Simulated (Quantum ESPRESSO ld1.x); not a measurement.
Question: The mean radii <r> (bohr) of the occupied orbitals of an atom or ion are listed with their occupations. Method: scalar-relativistic Kohn-Sham, RPBE, spin-unpolarised, spherical densities, point nucleus; computed with ld1.x of Quantum ESPRESSO 7.5.

| orbital | occ. | <r> |
|---|---|---|
| 1s | 2 | 0.04549 |
| 2s | 2 | 0.2027 |
| 2p | 6 | 0.1772 |
| 3s | 2 | 0.5979 |
| 3p | 6 | 0.6165 |
| 3d | 10 | 0.6718 |
| 4s | 2 | 1.747 |

Name the element and its charge.

Answer: Z = 33, arsenic, charge +3: As3+ in [Ar] 3d10 4s2. The 1s radius gives Z: for a bare nucleus <r> = (2 gamma + 1)/(2Z) with gamma = sqrt(1 - (Z/c)^2), 0.04456 bohr for Z = 33, and screening makes it slightly larger (0.04549 here). The occupations add up to 30, and the charge is Z minus that.
